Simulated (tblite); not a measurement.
Species: C5H12NPSi.
Cartesian coordinates in Å at the GFN2-xTB level; atoms count from 1:
```
atom  x, y, z in Å
Si1    3.0503   -0.1500   -0.7981
C2     2.3807   -0.5836    0.8947
P3     0.8844   -0.8911    1.5887
N4    -0.3037   -0.6451    0.4278
C5    -0.3155    0.3037   -0.6663
C6    -1.6531    1.0665   -0.5582
C7    -2.3697    0.4417    0.6459
C8    -1.6836   -0.9154    0.7796
H9     3.0689    1.3041   -1.0311
H10    4.4303   -0.6414   -0.8550
H11    2.2765   -0.7859   -1.8688
H12    3.1520   -0.7080    1.6489
H13    0.5479    0.9646   -0.5888
H14   -0.2536   -0.2286   -1.6212
H15   -1.4909    2.1334   -0.4164
H16   -2.2393    0.9308   -1.4663
H17   -2.1886    1.0305    1.5461
H18   -3.4435    0.3558    0.4939
H19   -2.1052   -1.6287    0.0609
H20   -1.7494   -1.3427    1.7809
```

Computed with GFN2-xTB (tblite): harmonic, unscaled wavenumbers at the GFN2-xTB geometry, gas phase. The method is semi-empirical: single wavenumbers can be off by several per cent or more. Modes of hydrogen on silicon can be 10 to 20 % off. One conformer, not necessarily the lowest.

Harmonic wavenumbers (cm⁻¹): 25.7, 69.1, 86.1, 119.3, 151.4, 175.7, 210.7, 297.9, 395.3, 500.5, 531.5, 545.0, 606.6, 653.1, 677.7, 766.3, 799.3, 809.8, 817.7, 827.1, 884.4, 959.4, 972.7, 1002.3, 1048.3, 1080.9, 1097.6, 1100.9, 1164.7, 1171.3, 1191.7, 1208.7, 1249.7, 1262.4, 1285.9, 1294.5, 1311.5, 1315.0, 1471.3, 1476.3, 1483.6, 1501.3, 2166.7, 2224.1, 2234.4, 2904.5, 2917.2, 2985.3, 2988.3, 2992.8, 3001.0, 3004.2, 3016.8, 3021.7.

A = 2619, B = 882.8, C = 704.6 MHz; mass 145.048 u (most abundant isotopes); point group C1, symmetry number 1.

**Question.** Zero-point energy?

**Answer.** ½Σν̃ = 34529 cm⁻¹ = 413.05 kJ/mol.

**Question.** What is S at 350 K and 1 bar for an ideal gas of classical rigid rotors and harmonic oscillators?

**Answer.** Translation 174.26, rotation 126.13, vibration 155.65: S = 456.0 J/(mol K).

**Question.** And Cp and H(350 K) − H(0)?

**Answer.** Cp = 188.32 J/(mol K), of which vibrations give 155.06 (their classical limit is 54 R = 449.0); H(350 K) − H(0) = 38.83 kJ/mol without the zero-point energy, 27.19 from vibrations.

**Question.** How do the functions run with temperature in this model?

**Answer.** 
| T (K) | S (J/(mol K)) | Cp (J/(mol K)) | H − H(0) (kJ/mol) | G − H(0) (kJ/mol) | ln q(vib) |
| --- | --- | --- | --- | --- | --- |
| 100 | 304.3 | 81.9 | 5.85 | -24.58 | 2.45 |
| 200 | 372.1 | 119.1 | 15.83 | -58.58 | 5.34 |
| 300 | 428.9 | 164.9 | 29.99 | -98.66 | 8.04 |
| 500 | 534.0 | 249.7 | 71.88 | -195.11 | 13.38 |
| 800 | 670.7 | 330.9 | 160.11 | -376.47 | 21.16 |
| 1000 | 748.5 | 365.5 | 229.94 | -518.55 | 26.04 |

q(vib) and H(0) count from the zero-point level.

**Question.** What must be added to the electronic energy to get the Gibbs energy at 350 K and 1 bar?

**Answer.** ZPE + [H(350 K) − H(0)] − T·S = 413.05 + 38.83 − 159.62 = 292.26 kJ/mol.

Hindered rotation and anharmonicity are outside this model. Other conformers, if any are populated, would add a mixing term that is left out. The structure is chiral; the term R ln 2 for an equal mix with its mirror image is left out.
